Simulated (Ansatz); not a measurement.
One change: `OC(=[Se])O[SiH3]` becomes `OC=[Se]`.

Ansatz, PBE0-D4/def2-TZVP geometries, multiplicity 1. Each molecule was computed in one conformer, which needn't be the lowest.

Scalar relativity is left out up to krypton.

```csv
property,`OC(=[Se])O[SiH3]`
HOMO–LUMO gap (PBE/def2-TZVPP) / eV,3.40
size of the dipole moment (B3LYP/def2-TZVPP) / D,0.82
LUMO energy (PBE/def2-TZVPP) / eV,-2.13
HOMO energy (B3LYP/def2-TZVPP) / eV,-6.42
LUMO energy (PBE0/def2-TZVPP) / eV,-1.22
LUMO energy (ωB97M-V/def2-TZVPP) / eV,0.92
```

Problem. What does the change do to each property? (An estimate is asked.)

Solution. Computed: 
```
                                        property  `OC=[Se]`  shift
             HOMO–LUMO gap (PBE/def2-TZVPP) / eV       2.47  -0.93
size of the dipole moment (B3LYP/def2-TZVPP) / D       3.69   2.87
               LUMO energy (PBE/def2-TZVPP) / eV      -2.75  -0.62
             HOMO energy (B3LYP/def2-TZVPP) / eV      -6.12   0.30
              LUMO energy (PBE0/def2-TZVPP) / eV      -1.88  -0.66
           LUMO energy (ωB97M-V/def2-TZVPP) / eV       0.25  -0.67
```

With PBE0 the HOMO rises by 0.31 eV and the LUMO falls by 0.66 eV, so the gap narrows by about 0.97 eV. PBE moves the HOMO by 0.30 eV and ωB97M-V by 0.27 eV. Dipoles are sizes alone; their direction can turn.

B3LYP here is the variant with VWN-RPA as its local correlation; programs differ in this.

Spin–orbit coupling is left out; it splits and shifts lone-pair levels of the heavy atoms by tenths of an eV.
